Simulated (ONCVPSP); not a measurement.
**Plane-wave convergence, ONCV potential for fluorine**

F, optimised norm-conserving Vanderbilt (ONCV), made with ONCVPSP 4.0.1 (PBE, scalar-relativistic). Core [He], reference 2s1 2p6. Waves: 2s: rc 0.65 bohr, ncon 4, nbas 8, qcut 11.9 1/bohr, 2 projectors, debl 3.4 Ha; 2p: rc 1.25 bohr, ncon 5, nbas 9, qcut 12.9 1/bohr, 2 projectors, debl 2.3 Ha; d scattering state at 0.06 Ha: rc 1.05 bohr, ncon 3, nbas 8, qcut 8.2 1/bohr, 3 projectors, debl 3.2 Ha. Local part: polynomial inside 0.60 bohr (lpopt 5, dvloc0 0 Ha). Core correction: none.

For each optimised wave give the share of its norm inside rc, the residual kinetic energy above qcut (Ha) and the cutoffs (Ha) for errors of 10, 1, 0.1 and 0.01 mHa per electron.

```
         wave  norm inside rc  residual KE  10 mHa  1 mHa  0.1 mHa  0.01 mHa
           2s           0.222      1.1e-04    41.4   57.6     71.5     178.2
s projector 2           0.036      2.1e-04    29.6   48.1    187.7     529.5
           2p           0.680      1.3e-07    40.4   52.8     62.9      71.0
p projector 2           0.075      4.3e-07    36.6   51.2     63.0      72.5
d projector 1           0.000      3.0e-09     0.0    0.1      0.5       2.1
d projector 2           0.105      3.9e-04    18.8   29.7     39.8     104.7
d projector 3           0.109      2.5e-03    26.5   37.6     66.2     171.8
```

The occupied waves need 58 Ha and 71 Ha for 1 and 0.1 mHa. Rows with under 1 % of the norm inside rc give no meaningful cutoff.
